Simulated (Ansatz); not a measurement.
Mulliken charges of `F[SiH]([SiH3])S` from ωB97M-V/def2-TZVPP in Ansatz (PBE0-D4/def2-TZVP geometry).

```tsv
atom	x (Å)	y (Å)	z (Å)	charge (e)
F1	-2.158	0.539	-0.160	-0.306
Si2	-0.588	0.823	-0.330	0.466
Si3	0.584	-0.630	1.078	0.015
S4	0.038	0.569	-2.344	-0.231
H5	-0.368	2.264	-0.060	-0.034
H6	2.015	-0.230	1.093	-0.007
H7	0.045	-0.599	2.463	-0.011
H8	0.468	-2.010	0.536	-0.013
H9	0.053	-0.774	-2.293	0.121
```

Task: By hand: the dipole of these point charges (1 e Å = 4.8032 D).

Result: Σ q r = (0.385, -0.059, 0.136) e Å, of length 0.413 e Å = 1.98 D.

Task: How does the dipole of the full density compare? (Best estimate.)

Result: Computed: (0.227, -0.129, 0.116) e Å, 1.37 D; the point charges give 1.45 times that, at 20° from its direction.

Point charges leave out the atoms' own dipoles, such as those of lone pairs, and Mulliken's split depends on the basis, so the two needn't agree.
